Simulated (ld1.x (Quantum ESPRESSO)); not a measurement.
## arsenic (As): variants of one TM potential

Base potential:

ld1.x (Quantum ESPRESSO) 7.5 input, shortened:

```
&input
   title='As', zed=33., rel=1, dft='PBE', iswitch=3,
   config='[Ar] 3d10 4s2 4p3'
 /
 &inputp
   pseudotype=2, tm=.true., lloc=0,
   nlcc=.false.
 /
2
4P  2  1   3.00   0.00  2.10  2.10  0.0
4S  1  0   2.00   0.00  1.20  1.20  0.0
 &test
   configts(1)='4s2 4p3'
 /
```

All-electron outer shells of the reference configuration (PBE, scalar-relativistic, ld1.x):

| shell | level (eV) | outermost node (bohr) | outermost maximum (bohr) |
| --- | --- | --- | --- |
| 3p | -133.68 | 0.22 | 0.52 |
| 3d | -40.65 | – | 0.47 |
| 4s | -14.49 | 0.73 | 1.61 |
| 4p | -5.19 | 0.78 | 2.00 |

Cutoffs, loose and tight: the cutoffs (Ry, on a coarse ladder) from which the occupation-weighted sum of valence levels, in a spherical-Bessel basis at the reference potential, stays within 10 and 1 mRy of its value at 400 Ry. They do not see the model core or the augmentation charge, which bear on the density cutoff. Test errors are all-electron minus pseudo excitation energies from the reference, over the configurations 4s2 4p2; 4s2 4p1; 4s2 4p0; 4s2 4p2.5; 4s1 4p0; 4s2 4p3.3; 4s0 4p5. A dash means not determined; rows that change the core or the reference have their own tests.

A true bound ghost makes a file unfit for plane-wave use even where its test errors are small: the radial tests pick states by their node count and pass the ghost by.

```csv
change,outcome,"cutoff, loose","cutoff, tight",bound ghosts,largest test error (meV)
base,generated,70 Ry,160 Ry,p,+144
"all radii scaled by about 0.76 (s 0.92, p 1.60 bohr)",generated,230 Ry,over 300 Ry,p,+1448
"all radii scaled by about 0.87 (s 1.04, p 1.82 bohr)",generated,200 Ry,over 300 Ry,p,+505
"all radii scaled by about 0.92 (s 1.10, p 1.92 bohr)",generated,70 Ry,260 Ry,p,+209
"all radii scaled by about 1.11 (s 1.34, p 2.32 bohr)",generated,40 Ry,90 Ry,p,+73
"all radii scaled by about 1.18 (s 1.42, p 2.48 bohr)",generated,35 Ry,70 Ry,p,-72
"all radii scaled by about 1.28 (s 1.54, p 2.70 bohr)",generated,35 Ry,50 Ry,p,-106
"all radii scaled by about 1.38 (s 1.66, p 2.90 bohr)",generated,35 Ry,50 Ry,p,-123
```

Reading the sweep of the scale of all radii (base = 1) (base included, trends over the rows without a ghost): Bound ghosts are found at 0.76, 0.87, 0.92, 1, 1.11, 1.18, 1.28, 1.38. Every judged row has one, so this setting neither creates nor removes them.
